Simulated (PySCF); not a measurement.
H₃IO₃Si, SMILES O[Si](O)(O)I.

Coordinates come from a B3LYP-D3(BJ)/def2-SVP optimisation. The def2 effective core potentials stand for the cores of I; spin–orbit coupling is left out. One conformer was computed; it need not be the lowest.

Two levels are set side by side: PBE/def2-TZVP (PySCF) and ωB97X/def2-TZVP (PySCF). Same geometry, gas phase. Differences are taken from unrounded values.

```tsv
quantity	PBE
orbital gap (eV)	5.44
highest occupied level (eV)	-6.55
lowest empty level (eV)	-1.11
dipole moment (D)	0.38
mean polarisability (bohr³)	66.7
```

**Question.** These are the PBE values. What does ωB97X give? (Estimate from the structure and the level; the computed values follow.)

**Answer.** 
```json
[
 {"quantity": "orbital gap (eV)", "ωB97X": "11.86", "PBE minus ωB97X": "-6.42"},
 {"quantity": "highest occupied level (eV)", "ωB97X": "-10.00", "PBE minus ωB97X": "3.44"},
 {"quantity": "lowest empty level (eV)", "ωB97X": "1.86", "PBE minus ωB97X": "-2.98"},
 {"quantity": "dipole moment (D)", "ωB97X": "0.61", "PBE minus ωB97X": "-0.23"},
 {"quantity": "mean polarisability (bohr³)", "ωB97X": "62.8", "PBE minus ωB97X": "3.9"}
]
```

PBE's occupied levels lie high since its potential decays too fast outside the molecule; exact exchange lowers them and widens the gap. PBE's more diffuse valence density responds more strongly to a field. Differences between two approximate levels are no errors against the true value.

Rough cost on one machine, each run with all the roots and properties that it gave: ωB97X against PBE within a factor of 2.
